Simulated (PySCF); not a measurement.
Work out the structure from these simulated measurements.

Formula: C5H7ClO2.

| Quantity | Value |
| --- | --- |
| UV, first state | lowest singlet excitation: 4.45 eV (278 nm, f = 0.011) [TDDFT B3LYP/def2-SVPD] |
| 13C NMR | chemical shifts (computed TMS as zero) by class: 169.7 (1 C), 148.9 (1 C), 116.8 (1 C), 53.8 (1 C), 16.8 (1 C) ppm [GIAO B97-2/pcSseg-1] |
| NMR, other nuclei | isotropic shieldings of nuclei other than C and H, by class: -234 (1 O), 225 (1 O), 508 (1 Cl) ppm [GIAO B97-2/pcSseg-1] |
| UV, strongest line | among the 10 lowest singlet transitions: S9 at 7.03 eV (176 nm, f = 0.139) [TDDFT B3LYP/def2-SVPD] |
| 1H NMR | chemical shifts (computed TMS as zero) by class: 5.14 (1 H), 3.47 (3 H), 2.08 (3 H) ppm [GIAO B97-2/pcSseg-1] |
| Rotational structure | rotational constants A, B, C: 2.017, 1.515, 0.875 GHz [PBE0-D3(BJ)/def2-SVP] |
| Triplet | lowest triplet excitation (Tamm–Dancoff): 2.91 eV [TDA B3LYP/def2-SVPD] |
| Polarisability | 87.4 au [B3LYP/def2-SVPD] |
| Dipole | 4.23 D [B3LYP/def2-SVPD] |

Electronic properties: PySCF, gas phase, density fitting. Levels stand in brackets. One conformer (not necessarily the lowest) at the PBE0-D3(BJ)/def2-SVP geometry, without solvent, vibrations or thermal averaging. Each NMR value is the plain mean over a class of atoms that symmetry, rotation or inversion makes alike.

**Question.** Give a SMILES that accounts for the data.

**Answer.** Numbering: `[CH3:1]/[CH:2]=[C:3](/[O:4][CH3:5])[C:6](=[O:7])[Cl:8]`. Its formula, C5H7ClO2, gives 2 degrees of unsaturation: 0 rings and 2 π bonds in the structure found. 5 carbons fall into 5 classes; from least to most shielded: acyl halide carbon [C6] (169.7 ppm), vinylic carbon bearing oxygen [C3] (148.9 ppm), alkene CH carbon [C2] (116.8 ppm), methoxy carbon [C5] (53.8 ppm), allylic carbon [C1] (16.8 ppm). Hydrogen classes from least to most shielded: 1 H on an alkene CH carbon, C2 (5.14 ppm), 3 H on a methoxy carbon, C5 (3.47 ppm, a mean of values up to 0.9 ppm apart in this geometry), 3 H on an allylic carbon, C1 (2.08 ppm, a mean of values up to 0.5 ppm apart in this geometry). The other shieldings belong to: -234 ppm, carbonyl oxygen [O7]; 225 ppm, ether oxygen [O4]; 508 ppm, chlorine bonded to C [Cl8]. S1 is mainly HOMO−1→LUMO (weight 0.88); the largest Löwdin shares of the orbital it empties are 0.47 on the carbonyl oxygen, 0.33 on the chlorine bonded to C and 0.06 on the acyl halide carbon, of the orbital it fills 0.26 on the acyl halide carbon, 0.23 on the carbonyl oxygen, 0.20 on the alkene CH carbon and 0.11 on the vinylic carbon bearing oxygen. By its constants the optimised geometry is an asymmetric top. Structure: `C/C=C(/OC)C(=O)Cl`. The assignments are read from this structure; whether some other isomer fits the data as well wasn't checked.

Conformer computed: `[CH3:1]/[CH:2]=[C:3](/[O:4][CH3:5])[C:6](=[O:7])[Cl:8]`: C2–C3–O4–C5 0°, C2–C3–C6–O7 1°.
